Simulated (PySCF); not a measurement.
**Electron correlation in Ti⁺ (titanium, charge +1)**

[Ar] 3d2 4s1, high-spin 4F determinant. Computed with PySCF 2.14 in cc-pVDZ, with the non-relativistic Hamiltonian (point nucleus). Frozen: [Ar]; 3 electrons correlated.

MP2 pair energies summed by pair of shells (mhartree):

| pair | energy | share (%) |
| --- | --- | --- |
| 3d-4s | -4.78 | 60.4 |
| 3d-3d | -3.14 | 39.6 |

Total MP2 correlation energy: -7.91 mhartree.

Same-spin part -7.91 and opposite-spin part 0.00 mhartree; SCS-MP2 scales them by 1/3 and 6/5 to -2.64 mhartree.
